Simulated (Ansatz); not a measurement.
Results of the Gaussian-basis code of Ansatz.

BF2H3O4Si (`O[Si](O)(O)OB(F)F`). Charge 0, multiplicity 1. The structure was optimised at the PBE0-D4/def2-TZVP level. It is one conformer, not always the lowest.

```xyz
11

O    -1.488    0.322    1.601
Si   -0.390    0.443    0.418
O     0.952    0.953    1.171
O    -0.856    1.394   -0.822
O    -0.184   -1.023   -0.303
B     0.841   -1.600   -0.938
F     2.021   -0.994   -1.058
F     0.723   -2.802   -1.467
H    -2.364    0.013    1.369
H     1.762    0.975    0.661
H    -1.017    2.319   -0.631
```

**Question.** What is the dipole moment at B3LYP/def2-TZVPP? (Best estimate.)

**Answer.** The calculation gave: 2.14 D, with components (-1.04, 1.85, -0.25) D in this frame, pointing from negative to positive charge.

**Question.** And with PBE, r2SCAN, ωB97M-V? (Estimate.)

**Answer.** The calculation gave: PBE 2.09 D, r2SCAN 2.12 D, ωB97M-V 2.12 D.

**Question.** Give the Mulliken charges with B3LYP, r2SCAN, PBE in def2-TZVPP. (An estimate is asked.)

**Answer.** The calculation gave: 
| atom | B3LYP | r2SCAN | PBE |
| --- | --- | --- | --- |
| O1 | -0.37 | -0.39 | -0.33 |
| Si2 | 0.76 | 0.78 | 0.59 |
| O3 | -0.37 | -0.39 | -0.33 |
| O4 | -0.37 | -0.39 | -0.33 |
| O5 | -0.31 | -0.34 | -0.24 |
| B6 | 0.57 | 0.63 | 0.47 |
| F7 | -0.27 | -0.28 | -0.24 |
| F8 | -0.22 | -0.24 | -0.19 |
| H9 | 0.19 | 0.21 | 0.20 |
| H10 | 0.20 | 0.21 | 0.20 |
| H11 | 0.19 | 0.21 | 0.20 |

B3LYP here is the variant with VWN-RPA as its local correlation; programs differ in this.
